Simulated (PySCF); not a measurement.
Species: C5H8Si.
SMILES with atom numbers: `[CH:1]#[C:2][CH2:3][C@@H:4]1[CH2:5][SiH2:6]1` (hydrogens: H7 on C1; H8, H9 on C3; H10 on C4; H11, H12 on C5; H13, H14 on Si6)

Computed by this run: PBE0-D3(BJ)/def2-SVP geometry optimisation, gas phase in PySCF; density fitting, grid level 1; the optimiser is geomeTRIC in internal coordinates, started from a GFN2-xTB structure with every atom displaced at random (about 0.01 Å).

Step 0: E = -13173.8405 eV
```
atom  x, y, z in Å  |  force x, y, z in eV/Å
C1      2.9838   -0.5805    0.6570   -2.483   0.068   0.302
C2      1.7747   -0.5659    0.8152    1.158  -0.221   0.038
C3      0.3273   -0.5383    0.9967    1.288   0.961   1.155
C4     -0.2719    0.5597    0.1850   -2.064  -0.952  -1.198
C5     -1.8260    0.4686   -0.0139    0.692   0.178   0.075
Si6    -0.8594    0.2571   -1.6051   -0.015   0.236   1.625
H7      4.0113   -0.5634    0.5065    1.573  -0.015  -0.211
H8     -0.0542   -1.5029    0.7359   -0.633  -1.019  -0.235
H9      0.1263   -0.3647    2.0933   -0.034  -0.235  -0.648
H10     0.0608    1.5362    0.4538    0.490   1.006   0.138
H11    -2.3181   -0.3807    0.4673    0.011  -0.224  -0.068
H12    -2.3731    1.3873    0.1974   -0.118   0.232  -0.144
H13    -0.7563   -1.0853   -2.1476    0.112  -0.583  -0.263
H14    -0.8294    1.3570   -2.5404    0.023   0.567  -0.568
```

Step 1: E = -13173.9171 eV
```
atom  x, y, z in Å  |  force x, y, z in eV/Å
C1      2.9695   -0.5071    0.6468    0.150  -0.427  -0.670
C2      1.7690   -0.6236    0.7756   -0.071   0.466   0.609
C3      0.3395   -0.5464    1.0544   -0.337  -0.402  -0.172
C4     -0.3418    0.5564    0.2595    0.285   0.233  -0.141
C5     -1.8500    0.4800   -0.0365    0.260  -0.001   0.237
Si6    -0.7447    0.2712   -1.5349   -0.531  -0.024  -0.060
H7      3.9898   -0.5514    0.2967   -0.062   0.130   0.317
H8     -0.1323   -1.5283    0.8284    0.090   0.227  -0.026
H9      0.1565   -0.3958    2.1324    0.157   0.022   0.089
H10     0.0518    1.5600    0.5065   -0.174  -0.247  -0.044
H11    -2.3773   -0.3838    0.3841    0.002  -0.078  -0.071
H12    -2.4113    1.4060    0.1155   -0.031   0.078  -0.049
H13    -0.6808   -1.1039   -2.0804    0.141  -0.070  -0.009
H14    -0.7421    1.3509   -2.5468    0.121   0.092  -0.008
```

Step 2: E = -13173.9756 eV
```
atom  x, y, z in Å  |  force x, y, z in eV/Å
C1      2.9883   -0.5447    0.6657   -0.193  -0.334  -0.418
C2      1.7828   -0.6137    0.7916    0.211   0.350   0.339
C3      0.3497   -0.5304    1.0429   -0.171  -0.185  -0.110
C4     -0.3356    0.5542    0.2250    0.222   0.052  -0.085
C5     -1.8469    0.4673   -0.0245    0.057   0.041   0.166
Si6    -0.8010    0.2832   -1.5628   -0.287  -0.098  -0.001
H7      4.0265   -0.5982    0.3903    0.024   0.099   0.190
H8     -0.1209   -1.5092    0.8329    0.047   0.035  -0.029
H9      0.1825   -0.3578    2.1223    0.010   0.032  -0.004
H10     0.0436    1.5566    0.4642   -0.063   0.000  -0.006
H11    -2.3522   -0.4118    0.3939   -0.003  -0.017  -0.056
H12    -2.4144    1.3891    0.1448   -0.028  -0.012  -0.030
H13    -0.6943   -1.0852   -2.1288    0.067   0.006   0.005
H14    -0.8122    1.3849   -2.5563    0.107   0.030   0.038
```

Step 3: E = -13174.0169 eV
```
atom  x, y, z in Å  |  force x, y, z in eV/Å
C1      3.0028   -0.5914    0.6587   -0.076  -0.130  -0.106
C2      1.7997   -0.5887    0.7969    0.015   0.123   0.072
C3      0.3603   -0.5131    1.0146    0.049   0.090   0.078
C4     -0.3321    0.5623    0.1953    0.073  -0.089  -0.066
C5     -1.8488    0.4638    0.0020   -0.083  -0.007  -0.014
Si6    -0.8635    0.2797   -1.5721   -0.015   0.029  -0.049
H7      4.0621   -0.6428    0.5004    0.077   0.041   0.020
H8     -0.0973   -1.4922    0.8040   -0.005  -0.109  -0.017
H9      0.1942   -0.3259    2.0926   -0.084  -0.036  -0.021
H10     0.0276    1.5691    0.4255    0.053   0.110   0.009
H11    -2.3342   -0.4345    0.4029   -0.002   0.031   0.043
H12    -2.4283    1.3772    0.1808   -0.016  -0.062  -0.007
H13    -0.7012   -1.0783   -2.1532   -0.022   0.021   0.035
H14    -0.8457    1.3992   -2.5472    0.036  -0.011   0.022
```

**Question.** Estimate the geometry and energy of step 4. (The exact step hangs on the optimiser's Hessian estimate; all steps are aligned on step 3, rigid shifts and turns removed.)

**Answer.** E = -13174.0231 eV, largest force 0.081 eV/Å
```
atom  x, y, z in Å  |  force x, y, z in eV/Å
C1      3.0045   -0.6039    0.6516   -0.017  -0.054  -0.018
C2      1.8036   -0.5779    0.8046   -0.006   0.050   0.035
C3      0.3621   -0.5083    1.0136    0.058   0.055   0.012
C4     -0.3281    0.5622    0.1853   -0.018  -0.026   0.005
C5     -1.8493    0.4588    0.0046   -0.026   0.036  -0.033
Si6    -0.8756    0.2845   -1.5776    0.033  -0.043   0.021
H7      4.0683   -0.6490    0.5164    0.023   0.018  -0.014
H8     -0.0844   -1.4935    0.7985    0.002  -0.050  -0.013
H9      0.1794   -0.3230    2.0891   -0.055  -0.024  -0.020
H10     0.0302    1.5726    0.4124    0.025   0.043   0.001
H11    -2.3285   -0.4378    0.4162    0.009   0.005   0.006
H12    -2.4348    1.3669    0.1843   -0.012  -0.007   0.018
H13    -0.7116   -1.0749   -2.1509   -0.019   0.006  -0.011
H14    -0.8401    1.4075   -2.5470    0.002  -0.009   0.011
```

The energy changes by -0.0062 eV. The first-order estimate −F·Δx gives -0.0102 eV and the mean of the old and new forces, exact on a quadratic surface, -0.0063 eV. The step makes an angle of 57° with the force vector and moves no atom by more than 0.018 Å.

The cost below is that of the whole optimisation. Hardware: an Arm Neoverse V1 with one thread, shared host with 32 logical CPUs at a one-minute load of 31. Cost: 72 s, 0.49 GiB resident at most.
